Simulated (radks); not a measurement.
Results of a calculation; reference values are marked as such.
Excited configurations of the rubidium ion Rb2+: one electron is placed in a higher orbital outside [Ar] 3d10 4s2 4p4. The ground configuration is [Ar] 3d10 4s2 4p5. Code: a radial shooting solver on a logarithmic mesh with Libxc functionals. Model: scalar-relativistic Kohn-Sham, r2SCAN, spin-polarised, spherical densities, finite nucleus; open shells are filled with parallel spins first (spin-orbit coupling, left out, can overturn this in heavy ions); meta-GGA in the generalised Kohn-Sham scheme; Fermi nuclear charge, rms radius 4.2036 fm. Excitation = E - E(ground); binding = E(ion) - E, where the ion is the core of charge +3; n* = 3/sqrt(2 binding) in atomic units, and the quantum defect is n - n*.

outer orbital  excitation (eV)  binding (eV)     n*  eigenvalue (eV)
5s                      21.312        18.199  2.594          -15.827
5p                      25.236        14.275  2.929          -12.288
5f                      34.301         5.210  4.848           -4.335
6s                      30.002         9.509  3.588           -8.267
6p                      31.588         7.923  3.931           -6.881
7p                      34.448         5.063  4.918           -4.414
7d                      35.608         3.903  5.601           -3.378

The Delta-SCF ionisation energy is 39.511 eV (NIST Atomic Spectra Database: 39.247 eV, semi-empirical). Self-interaction in the functional shifts the binding energies and quantum defects, so they are the method's values and not measured ones. Open shells are spherical and high-spin; term and fine-structure splittings are not resolved.
